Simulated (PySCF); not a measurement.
C5H13BP2Si.
SMILES: `C(#C[Si@@H](P)PB(C)C)C`

Method: PySCF, TDDFT CAM-B3LYP/def2-SVPD, vertical, gas phase, core orbitals frozen in the response. Isolated species at its PBE0-D3(BJ)/def2-SVP geometry (one conformer only).

Computed states:

```csv
state,E (eV),f
S1,5.11,0.046
S2,5.68,0.0026
S3,5.79,0.089
S4,5.88,0.043
S5,6.09,0.055
S6,6.19,0.047
S7,6.30,0.030
S8,6.40,0.020
S9,6.47,0.0027
S10,6.51,0.0063
```

Broadening: Gaussians 0.5 eV wide at half height, area fixed by f = 4.319×10⁻⁹ ∫ε dν̃. The cross-section is σ = 3.8235×10⁻²¹ ε cm², given in Mb (10⁻¹⁸ cm²). The width is an assumption, not a result. The curve ends short of the highest state used, and states not computed would add to its high-energy end.

**Question.** What does the envelope look like, and where are its maxima?

**Answer.** 
(E (eV), σ (Mb)): (4.36, 0.02), (4.42, 0.05), (4.49, 0.14), (4.56, 0.34), (4.63, 0.76), (4.69, 1.37), (4.76, 2.48), (4.83, 4.03), (4.90, 5.88), (4.96, 7.45), (5.03, 8.90), (5.10, 9.58), (5.17, 9.38), (5.23, 8.71), (5.30, 7.85), (5.37, 7.67), (5.44, 8.85), (5.50, 11.28), (5.57, 15.72), (5.64, 21.38), (5.70, 26.49), (5.77, 31.85), (5.84, 35.85), (5.91, 38.19)

Maxima: 242 nm (5.12 eV), ε about 2500, made up of S1 (98%) (ε in L mol⁻¹ cm⁻¹; maxima over ε = 5, shares over 10%). At its high-energy end, 5.91 eV, the curve is still rising (ε about 10000, from S3, S4, S5 and S6).

**Question.** What would ε be at 5.12 eV, the highest of these maxima, with half the width (0.25 eV)?

**Answer.** About 4920 L mol⁻¹ cm⁻¹ against 2510, a factor of about 1.96; a lone state at its own centre would give exactly 2.

**Question.** On this curve, what absorbance would a 10⁻³ mol/L sample give at 280 nm over a 1 cm path?

**Answer.** 280 nm is 4.428 eV, where ε is about 15 L mol⁻¹ cm⁻¹, so A = ε c l ≈ 0.015 (Beer–Lambert, with the gas-phase spectrum and the assumed width).

**Question.** Coming from long wavelengths, where does ε first pass 100 L mol⁻¹ cm⁻¹?

**Answer.** At about 271 nm (4.57 eV), 0.54 eV below S1.

All these states lie below the vertical ionisation energy of 8.74 eV (ΔSCF).

Time: 11 min of wall time; peak memory 1.7 GiB. Hardware: an Arm Neoverse V2 with one thread, no GPU (shared host).
